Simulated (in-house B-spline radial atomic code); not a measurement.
Settings and results of a run for Fe III (Fe2+). Computed with a radial B-spline atomic code at the basis-set limit: Dirac-Kohn-Sham BHandHLYP, spherical fractional occupations, Fermi nucleus of rms radius 3.7377 fm.

Command:
```bash
python run_scf.py task.json out
```
Settings (nuclear radius in fm, mass in u):
```
Z                26
configuration    [Ar] 3d6
hamiltonian      dirac
method           bhandhlyp
spin_polarised   False
nucleus          fermi
rms_radius       3.7377
atomic_mass      55.93494
speed_of_light   137.035999084
```

Output (hartree, bohr):
```
 radial grid: 70 intervals, B-splines of order 8, outer radius 25.5556 bohr

 iter        energy (Eh)    residual
    1       -1259.565284    4.76e-01
    2       -1264.295810    5.13e-01
    3       -1270.941954    9.08e-02
    4       -1271.278584    1.78e-02
    5       -1271.287332    3.51e-03
    6       -1271.287458    2.65e-03
    7       -1271.287651    1.08e-03
    8       -1271.287685    5.75e-05
    9       -1271.287685    1.79e-06
   10       -1271.287685    5.29e-08

 total energy                     -1271.28768
 kinetic                            1288.9639
 electron-nucleus                  -3025.8670
 Hartree                             520.5043
 exact exchange                      -26.5909
 exchange-correlation                -28.2980

 first-order corrections (not in the total)
   Gaunt                             0.5133
   retardation                      -0.0453
   frequency dependence             -0.0012
   self-energy                       0.3407
   Uehling                          -0.0288
   Wichmann-Kroll                    0.0002
   recoil                            0.0096

 orbital      occ     eigenvalue          <r>       <r^2>       <1/r>       r_max    small
 1s1/2      2.000      -261.3112    0.0584345   0.0045925     25.9814     0.03827  8.75e-03
 2s1/2      2.000       -32.0648     0.265962    0.083565     5.59681      0.2221  1.62e-03
 2p1/2      2.000       -27.6859     0.233119   0.0668516     5.52897      0.1781  1.59e-03
 2p3/2      4.000       -27.2229     0.236119   0.0684498     5.43147      0.1806  1.57e-03
 3s1/2      2.000        -4.6014     0.809223    0.755363     1.74737      0.6999  3.46e-04
 3p1/2      2.000        -3.2728     0.849694    0.850119     1.61846      0.7088  3.06e-04
 3p3/2      4.000        -3.2136     0.858609     0.86794     1.59675      0.7158  3.01e-04
 3d3/2      2.400        -0.9991      1.09257      1.5491     1.22363      0.7193  1.91e-04
 3d5/2      3.600        -0.9933      1.09787      1.5643     1.21778      0.7221  1.89e-04

 Slater integrals (Eh)
   F0(3p1/2,3p1/2)               1.063996
   F0(3p1/2,3p3/2)               1.058415
   G2(3p1/2,3p3/2)               0.529679
   F0(3p1/2,3d3/2)               0.943656
   G1(3p1/2,3d3/2)               0.546960
   F0(3p1/2,3d5/2)               0.941113
   G3(3p1/2,3d5/2)               0.328227
   F0(3p3/2,3p3/2)               1.052933
   F2(3p3/2,3p3/2)               0.527366
   F0(3p3/2,3d3/2)               0.939353
   F2(3p3/2,3d3/2)               0.439126
   G1(3p3/2,3d3/2)               0.544429
   G3(3p3/2,3d3/2)               0.328178
   F0(3p3/2,3d5/2)               0.936843
   F2(3p3/2,3d5/2)               0.437773
   G1(3p3/2,3d5/2)               0.542911
   G3(3p3/2,3d5/2)               0.327210
   F0(3d3/2,3d3/2)               0.852192
   F2(3d3/2,3d3/2)               0.388351
   F0(3d3/2,3d5/2)               0.850148
   F2(3d3/2,3d5/2)               0.387392
   G2(3d3/2,3d5/2)               0.387115
   G4(3d3/2,3d5/2)               0.239691
   F0(3d5/2,3d5/2)               0.848117
   (list cut)
```

Cost of the run: 2.1 s on 1 thread of Arm Neoverse V1 (shared host).

For the Dirac Hamiltonian the kinetic term is c α·p + (β - 1)c².

Caution: exact exchange at fractional occupations of open shells leaves self-interaction of up to several eV.
